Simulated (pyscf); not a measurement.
# [Cl–B–Cl]•, doublet

Gas-phase minimum from PySCF at ωB97X-D3(BJ)/def2-SVP, one conformer. 

```xyz
3

Cl     1.0954    -1.0730    -0.3094
B      0.0982     0.1172    -1.0718
Cl    -0.2573     1.6696    -0.3966
```
Charge 0, spin multiplicity 2.

Bonded distances (Å): Cl1–B2 1.730, B2–Cl3 1.730. Bond angles (°): Cl1–B2–Cl3 124.3.

Properties at ωB97X-D3(BJ)/def2-SVP:

```yaml
harmonic_wavenumbers_unscaled: 288, 733, 1022 cm⁻¹
zero_point_energy: 2.9 kcal/mol
rotational_symmetry_number: 2
Entropy of this conformer at 298 K and 1 atm, rigid rotor and harmonic oscillator, modes under 100 cm⁻¹ raised to 100: 270.1 J/(mol K)
dipole_moment: 0.36 D
Spin expectation value S2: 0.752
```

Single-point totals, which compare only within one level (frozen core for MP2 and CC):

```
level                   total energy (hartree)
----------------------  ----------------------
ωB97X-D3(BJ)/def2-TZVP              -945.30980
PBE/def2-TZVP                       -944.87346
r²SCAN/def2-TZVP                    -945.21449
B3LYP-D3(BJ)/def2-TZVP              -945.32297
PBE0-D3(BJ)/def2-TZVP               -944.95283
M06-2X/def2-TZVP                    -945.24810
ωB97M-D3(BJ)/def2-TZVP              -945.39403
UHF/def2-TZVPP                      -943.73500
MP2/def2-TZVPP                      -944.18187
CCSD/def2-TZVPP                     -944.21700
CCSD(T)/def2-TZVPP                  -944.23941
```

The CCSD(T) − MP2 part came from Ansatz, without density fitting, on the same reference.
